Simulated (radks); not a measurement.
Te24+, configuration [Ar] 3d10 (the NIST ground configuration). Method: Dirac Kohn-Sham, exchange-only PBE, spin-unpolarised, spherical densities, finite nucleus; Fermi nuclear charge, rms radius 4.7423 fm; computed with a radial shooting solver on a logarithmic mesh with Libxc functionals.

Radial electron density D(r) = 4 pi r^2 rho(r):

| r (bohr) | D(r) (e/bohr) |
|---|---|
| 0.001208 | 2.531 |
| 0.001499 | 3.662 |
| 0.001875 | 5.331 |
| 0.002346 | 7.683 |
| 0.002935 | 10.94 |
| 0.003642 | 15.15 |
| 0.004557 | 20.85 |
| 0.005701 | 28.03 |
| 0.007075 | 36.25 |
| 0.008852 | 45.68 |
| 0.01107 | 55.05 |
| 0.01385 | 62.87 |
| 0.0172 | 67.34 |
| 0.02151 | 67.68 |
| 0.02691 | 64.13 |
| 0.0334 | 59.81 |
| 0.04179 | 59.00 |
| 0.05228 | 65.32 |
| 0.06541 | 76.78 |
| 0.08118 | 84.84 |
| 0.1016 | 81.78 |
| 0.1271 | 68.67 |
| 0.1577 | 58.78 |
| 0.1973 | 61.07 |
| 0.2468 | 67.60 |
| 0.3088 | 60.70 |
| 0.3832 | 39.24 |
| 0.4794 | 16.39 |
| 0.5998 | 4.141 |
| 0.7444 | 0.6219 |
| 0.9314 | 0.04229 |

D(r) has 3 maxima, at r = 0.0195, 0.0865, 0.255 bohr, and minima at 0.0386, 0.168 bohr, inside which lie 2.04, 11.26 electrons.
